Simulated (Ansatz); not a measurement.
Titanium tetrachloride, Cl$_{4}$Ti. Charge 0, multiplicity 1.

List the harmonic frequencies (cm⁻¹, unscaled) at PBE0-D4/def2-TZVP in Ansatz. (Best estimate.)

The calculation gave: 114, 114, 135, 135, 135, 395, 511, 511, 511.

Is this a minimum?

Yes, all 9 modes are real.

Give the ideal-gas thermochemistry at 298.15 K and 1 bar (rigid rotor, harmonic oscillator; point group Td, symmetry number 12).

Zero-point energy 15.3 kJ/mol; H(298) − E = 36.8 kJ/mol; entropy 353.0 J/(mol·K), of which translation 174.3, rotation 103.8, vibration 74.9; G(298) − E = -68.5 kJ/mol.

And at 400, 500, 600, 800 and 1000 K?


| T (K) | H − E (kJ/mol) | S (J/mol/K) | G − E (kJ/mol) |
| --- | --- | --- | --- |
| 400 | 46.7 | 381.7 | -106.0 |
| 500 | 56.9 | 404.4 | -145.3 |
| 600 | 67.2 | 423.3 | -186.7 |
| 800 | 88.3 | 453.5 | -274.5 |
| 1000 | 109.5 | 477.2 | -367.7 |
